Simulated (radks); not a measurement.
The magnesium ion Mg2+ inside a hard spherical wall (all orbitals vanish at R), configuration held at [Ne] and not refilled when levels cross. Calculated with a radial shooting solver on a logarithmic mesh with Libxc functionals: scalar-relativistic Kohn-Sham, PBE, spin-polarised, spherical densities, finite nucleus; Fermi nuclear charge, rms radius 3.057 fm. Eigenvalues in eV for spin up, with the zero of energy where the potential of the charges vanishes at infinity; a dash marks a level that is unbound or too diffuse for the functional's potential to be trusted. A positive occupied level is held by the wall or, in an anion where self-interaction has pushed it up, behind a barrier. The pressure on the wall is -dE/dV.

| R (bohr) | E (hartree) | kinetic (hartree) | e(1s) | e(2s) | e(2p) | e(3s, empty) | e(3p, empty) | pressure (GPa) |
|---|---|---|---|---|---|---|---|---|
| free | -199.43505 | 199.691 | -1280.2 | -99.968 | -66.705 | - | - | 0 |
| 15 | -199.43505 | 199.691 | -1280.2 | -99.968 | -66.705 | - | - | < 0.0001 |
| 12 | -199.43505 | 199.691 | -1280.2 | -99.968 | -66.705 | - | - | < 0.0001 |
| 8 | -199.43505 | 199.691 | -1280.2 | -99.968 | -66.705 | - | - | < 0.0001 |
| 7 | -199.43505 | 199.691 | -1280.2 | -99.968 | -66.705 | - | - | < 0.0001 |
| 5 | -199.43505 | 199.691 | -1280.2 | -99.968 | -66.705 | -17.835 | -11.742 | 0.000714 |
| 3 | -199.42933 | 199.752 | -1279.9 | -99.789 | -66.502 | -8.034 | 1.050 | 5.82 |
| 2.5 | -199.39522 | 200.033 | -1278.8 | -99.070 | -65.673 | 4.968 | 15.227 | 57.5 |
| 2 | -199.16321 | 201.501 | -1273.7 | -95.781 | -61.892 | 38.301 | 48.205 | 611 |
